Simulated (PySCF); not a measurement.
Job file and geometry (Å, from GFN2-xTB) of an NMR shielding run on SMILES C/C=C(/CO)B(O)O, C4H9BO3, GIAO PBE0/pcSseg-1 NMR shielding, non-relativistic, gas phase in PySCF; density fitting, a coarse starting grid and PySCF grid level 2 are the driver's defaults:

```
$ OMP_NUM_THREADS=1 python probes_run.py task.json out

{"job": {"kind": "nmr", "xc": "PBE0", "basis": "pcSseg-1"}, "charge": 0, "multiplicity": 1}
C      2.341921    -0.014275    -0.388576
C      1.038137    -0.726855    -0.470547
C     -0.165360    -0.223373    -0.193036
C     -1.375893    -1.122063    -0.363803
O     -2.209418    -1.159181     0.787531
B     -0.493826     1.246413     0.315411
O      0.420642     2.243084     0.222042
O     -1.705634     1.553813     0.844149
H      2.210578     0.992260    -0.009732
H      3.027235    -0.565781     0.254897
H      2.791730     0.034765    -1.379981
H      1.112844    -1.758825    -0.807337
H     -2.017732    -0.735417    -1.162094
H     -1.068042    -2.141497    -0.632994
H     -1.688918    -1.496278     1.525016
H      0.082794     3.080714     0.543274
H     -2.308054     0.804528     0.905869
```

Problem. What does the program print?

Solution. 
```
coarse grid: 14272 points
cycle   1  E = -407.6987401066  dE =  1.100e+00  |g| = 1.010e+00  |ddm| = 3.569e+00
cycle   2  E = -407.5592395267  dE =  1.395e-01  |g| = 1.360e+00  |ddm| = 1.541e+00
cycle   3  E = -407.8819194258  dE = -3.227e-01  |g| = 1.009e-01  |ddm| = 9.498e-01
cycle   4  E = -407.8839880703  dE = -2.069e-03  |g| = 3.711e-02  |ddm| = 1.243e-01
cycle   5  E = -407.8843326630  dE = -3.446e-04  |g| = 7.581e-03  |ddm| = 4.171e-02
cycle   6  E = -407.8843419989  dE = -9.336e-06  |g| = 3.390e-03  |ddm| = 7.123e-03
cycle   7  E = -407.8843439998  dE = -2.001e-06  |g| = 6.371e-04  |ddm| = 2.602e-03
final grid: 138016 points
cycle   8  E = -407.9599396290  dE = -4.555e-05  |g| = 1.080e-02  |ddm| = 2.938e-02
cycle   9  E = -407.9599193274  dE =  2.030e-05  |g| = 1.508e-02  |ddm| = 1.799e-02
cycle  10  E = -407.9599632176  dE = -4.389e-05  |g| = 1.066e-03  |ddm| = 1.059e-02
cycle  11  E = -407.9599634476  dE = -2.300e-07  |g| = 1.879e-04  |ddm| = 8.761e-04
cycle  12  E = -407.9599634538  dE = -6.221e-09  |g| = 8.892e-05  |ddm| = 1.890e-04
cycle  13  E = -407.9599634554  dE = -1.560e-09  |g| = 2.646e-05  |ddm| = 8.371e-05
cycle  14  E = -407.9599634555  dE = -1.485e-10  |g| = 8.036e-06  |ddm| = 2.543e-05
converged SCF energy = -407.9599634555

GIAO shielding tensors (ppm)
atom      isotropic    diamagn.    paramagn.     s11        s22        s33       span
  0 C      166.343     249.199     -82.856    148.623    167.525    182.881     34.258
  1 C       32.037     256.329    -224.292    -82.317     35.299    143.129    225.447
  2 C       47.572     262.398    -214.825    -55.379     39.934    158.163    213.542
  3 C      109.812     245.720    -135.908     78.771    110.167    140.497     61.726
  4 O      280.301     390.480    -110.179    245.984    281.807    313.112     67.128
  5 B       74.459     195.007    -120.548     59.306     72.499     91.571     32.264
  6 O      218.402     387.322    -168.920    129.637    256.667    268.902    139.264
  7 O      199.422     389.899    -190.477     84.117    231.519    282.631    198.514
  8 H       27.990      30.795      -2.804     21.643     28.502     33.826     12.184
  9 H       30.063      28.987       1.076     26.406     27.781     36.001      9.595
 10 H       30.014      28.689       1.324     26.569     27.345     36.127      9.558
 11 H       25.115      33.733      -8.618     22.780     23.648     28.917      6.137
 12 H       27.067      30.197      -3.129     24.143     26.835     30.224      6.081
 13 H       27.488      31.381      -3.893     22.999     27.649     31.815      8.816
 14 H       31.160      33.402      -2.242     24.079     28.277     41.124     17.045
 15 H       27.548      30.260      -2.712     21.652     23.859     37.134     15.482
 16 H       24.525      32.607      -8.082     14.910     23.190     35.474     20.565
```

Size and cost of the density-fitted run: 181 basis functions, 49 s wall time on 1 thread of an Arm Neoverse N1, shared host; peak memory 0.82 GiB.
